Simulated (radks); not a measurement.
Values are calculated unless marked as measured or tabulated.
Species: Al. Configuration: [Ne] 3s2 3p1.

Level of theory: Dirac Kohn-Sham, LB94 model potential, spin-unpolarised, spherical densities, finite nucleus; open shells fill j = l - 1/2 first; Fermi nuclear charge, rms radius 3.061 fm (a radial shooting solver on a logarithmic mesh with Libxc functionals).

Energy parts (eV):
kinetic: 6675.767
electron-nucleus: -15883.311
Hartree: 3109.453
(The LB94 potential has no energy functional, so no total or exchange-correlation energy is given.)

Orbitals (lengths in bohr, moments of r in powers of bohr; <r^-3> diverges for s and p1/2):
orbital  occ.  eigenvalue (eV)   <1/r>  <r^-3>      <r^4>     <r>
1s1/2       2        -1549.061   12.66       -  0.0009543  0.1196
2s1/2       2        -118.0469   2.328       -     0.4091  0.6264
2p1/2       2         -80.3504   2.238       -     0.4557  0.5964
2p3/2       4         -79.8856   2.227   36.89     0.4618  0.5986
3s1/2       2         -11.1149  0.5617       -      87.88   2.452
3p1/2       1          -5.8288  0.4141       -      304.9   3.271
3p3/2       0          -5.8081  0.4125   1.662      308.3   3.281

The highest occupied level is 3p1/2 at -5.829 eV. For comparison, the ionisation energy in NIST's Atomic Spectra Database is 5.986 eV (measured). In exact Kohn-Sham theory the highest level is minus the ionisation energy, but local and semilocal functionals leave it too shallow, through self-interaction and a potential that decays too fast; potentials with the right tail come closer.

Beside tabulated values, note that spin-unpolarised runs miss the spin-polarisation part of the exchange energy of open shells.
